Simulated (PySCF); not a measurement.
An unknown is described by computed data only.

Formula: BeH2.

* Triplet: lowest triplet excitation (Tamm–Dancoff): 5.93 eV [TDA wB97X-D/def2-SVPD]
* Rotational structure: rotational constant B (linear): 139.824 GHz [PBE0-D3(BJ)/def2-SVP]
* UV, strongest line: among the 10 lowest singlet transitions: S3/S4 at 8.02 eV (155 nm, f = 0.721 summed over these states) [TDDFT wB97X-D/def2-SVPD]
* NMR, other nuclei: isotropic shieldings of nuclei other than C and H, by class: 78 (1 Be) ppm [GIAO B3LYP/pcSseg-1]
* XPS: Be1s 121.8 eV [ΔSCF SCAN, pcX-2 on the ionised atom, pcseg-1 elsewhere, spin-free X2C]
* 1H NMR: chemical shifts (computed TMS as zero) by class: 3.39 (2 H) ppm [GIAO B3LYP/pcSseg-1]
* Valence photoelectron: vertical ionisation energy: 11.94 eV [ΔSCF wB97X-D/def2-SVPD]
* UV, first state: lowest singlet excitation: 6.36 eV (195 nm, f = 0.000 summed over 2 states within 0.01 eV) [TDDFT wB97X-D/def2-SVPD]
* Polarisability: 20.7 au [wB97X-D/def2-SVPD]
* Dipole: 0.00 D [wB97X-D/def2-SVPD]

Gas-phase values; electronic properties from PySCF, density fitting. Levels stand in brackets. Isolated species at its PBE0-D3(BJ)/def2-SVP geometry, gas phase. NMR values are class means; diastereotopic atoms form classes of their own.

Q: Propose a structure and show how it fits.

A: All hydrogens form one class (3.39 ppm): hydrogen on beryllium. The other shieldings belong to: 78 ppm, beryllium bonded to 2 H. The core levels belong to: Be1s 121.8 eV, beryllium bonded to 2 H. The vanishing dipole is forced by symmetry. The optimised geometry has point group D∞h and is a linear rotor. Structure: `[H][Be][H]`.
